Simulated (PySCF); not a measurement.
# Shapes and spin states of CsSe₂

These are results of PySCF, PBE, basis Cs def2-SVP with ECP46, Se def2-SVP (scalar-relativistic core potentials, no spin–orbit coupling, density fitting), not measurements.

Relaxations began from a few typed shapes and spin states; open shells are unrestricted. The search is not exhaustive: other isomers or separated fragments can lie lower, and high-lying points may rest on an excited occupation.

Problem. Order these stationary points by electronic energy, lowest first, in kJ/mol from the lowest minimum.
A. quartet C∞v: Cs–Se 3.645 Å, Se–Se 2.333 Å; Cs–Se–Se 180.0°
B. doublet C2v: Cs–Se 3.385 Å (×2), Se–Se 2.317 Å; Cs–Se–Se 70.0° (×2), Se–Cs–Se 40.0°

Solution. B (0.0), A (181.5).

Problem. Which of them are minima?

Solution. By energy in kJ/mol, 0.0: minimum; 181.5: not settled, its softest mode being under 30 cm⁻¹.

For the lowest minimum: spin–orbit coupling, left out here, can matter for elements this heavy.
